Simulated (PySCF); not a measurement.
# Vibration and rotation of AsS⁺

RHF-CCSD(T) constants of AsS⁺, ¹Σ⁺ (singlet), closed shell (basis As cc-pVDZ-PP with ECP10, S cc-pV(D+d)Z; scalar-relativistic core potentials; PySCF 2.14; masses 74.9216 and 31.9721 u):

* ωe: 626.3 cm⁻¹
* ωexe: 2.17 cm⁻¹
* Be: 0.19244 cm⁻¹
* αe: 0.000825 cm⁻¹
* D (centrifugal): 7.27e-08 cm⁻¹
* De to As⁺ + S: 5.48 eV

Give the band origin of the fundamental and the first lines of its P and R branches.

ν0 = ωe − 2ωexe = 622.0 cm⁻¹, B0 = 0.19203, B1 = 0.19120 cm⁻¹.

```json
{"J″": "0", "P(J″) − ν0": "", "R(J″) − ν0": "0.382"}
{"J″": "1", "P(J″) − ν0": "-0.384", "R(J″) − ν0": "0.763"}
{"J″": "2", "P(J″) − ν0": "-0.770", "R(J″) − ν0": "1.142"}
{"J″": "3", "P(J″) − ν0": "-1.157", "R(J″) − ν0": "1.520"}
{"J″": "4", "P(J″) − ν0": "-1.546", "R(J″) − ν0": "1.895"}
{"J″": "5", "P(J″) − ν0": "-1.937", "R(J″) − ν0": "2.270"}
{"J″": "6", "P(J″) − ν0": "-2.329", "R(J″) − ν0": "2.642"}
```

Near which J would the R branch turn back, without centrifugal distortion?

At J ≈ (B0 + B1)/(2(B0 − B1)) − 1 ≈ 230.

Correlated steps freeze 9 core orbitals. Correlated levels converge slowly with the basis: in double zeta they bind strong bonds too weakly, by up to about 1 eV, and carry superposition errors of some tenths. For an ion De counts to the pair picked by the measured ionisation energies or electron affinities, which need not be the lowest pair at this level. Where the molecule has an RHF reference, its open-shell atoms are computed with UHF. The CCSD T1 diagnostic is raised, a sign that a single reference may not be enough here.
